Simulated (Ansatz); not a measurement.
Cost and result for the atomization energy of `C[O][Sn]([F])([F])[F]` (9 atoms, 8 bonds).

```xyz
9

C     0.711    1.228    0.568
O    -0.576    0.678    0.308
Sn   -0.760   -1.055   -0.489
F     0.010   -1.142   -2.213
F    -2.584   -1.486   -0.645
F     0.081   -2.405    0.532
H     0.544    2.201    1.033
H     1.285    1.375   -0.352
H     1.289    0.607    1.259
```

Total charge 0; spin multiplicity 1. Correlated methods include outer-core shells of Sn, which these sets cover unevenly. Sn: def2 effective core potential. The structure was optimised at the PBE0-D4/def2-TZVP level. It is one conformer, not always the lowest. Program: Ansatz. All runs use 4 threads of a server CPU on a shared host. Times are those of one run each, without the atoms' runs, and a repeat can differ threefold. Electronic energies, without spin–orbit coupling; frozen cores. CCSD(T)/CBS adds CCSD(T) − MP2 in def2-TZVPP to the MP2 limit, and its time is that of the two runs behind it. T1 = 0.015. With those shells the extrapolation isn't a true limit. B3LYP takes the VWN-RPA correlation (the form of Gaussian; ORCA's B3LYP/G). HSE06 is the plane-wave form, built on full-range PBE exchange.

CCSD(T)/CBS is a level of theory with its own doubt, some kJ/mol a heavy atom from the limit and from the frozen cores, so smaller differences don't rank the functionals.

```tsv
level	functions	wall time	atomization (kcal/mol)	difference from CCSD(T)/CBS	per bond
LDA (SPW92)/def2-TZVPP	247	1.1 s	915.6	127.3	15.9
revPBE-D4/def2-TZVPP	247	1.4 s	772.1	-16.2	-2.0
PBE-D4/def2-TZVPP (with forces)	247	1.9 s	799.9	11.6	1.5
HSE06-D4/def2-TZVPP	247	2.6 s	769.2	-19.1	-2.4
r2SCANh-D4/def2-TZVPP	247	3.3 s	768.8	-19.5	-2.4
CAM-B3LYP-D4/def2-TZVPP	247	3.9 s	780.7	-7.6	-0.9
B3LYP-D4/def2-TZVPP (with forces)	247	4.7 s	770.8	-17.5	-2.2
B2PLYP/def2-TZVPP	247	6 s	768.4	-19.9	-2.5
ωB97X-V/def2-TZVPP	247	7 s	782.7	-5.6	-0.7
CCSD(T)/def2-SVP	111	12 s	719.6	-68.7	-8.6
MP2/def2-QZVPP	457	21 s	804.2	15.9	2.0
CCSD(T)/def2-TZVPP	247	4.4 min	757.8	-30.5	-3.8
CCSD(T)/CBS(def2)	–	4.7 min	788.3	0.0	0.0
```

The D4 term adds +6.7 kcal/mol with B3LYP and +3.5 kcal/mol with PBE0; it sums over pairs of atoms, weighted by their polarisabilities, and B3LYP, whose exchange is more repulsive, gets the larger term. In def2-TZVPP, CCSD(T) changes the Hartree–Fock value by +230.7 kcal/mol (the triples alone add +16.7 kcal/mol) and MP2 by +257.9 kcal/mol; breaking electron pairs costs correlation energy, which Hartree–Fock lacks. From PBE to PBE0 (25 % exact exchange), in def2-TZVPP and without D4, the atomization energy moves by −30.5 kcal/mol: exact exchange takes away binding that semilocal exchange gives to molecules.

Spin–orbit coupling would lower the free Sn atoms strongly, and the atomization energy with them, by more than many differences here. For some Ge, Se and Sn compounds the MP2-based and the directly extrapolated limit differ by 10 to 25 kJ/mol.
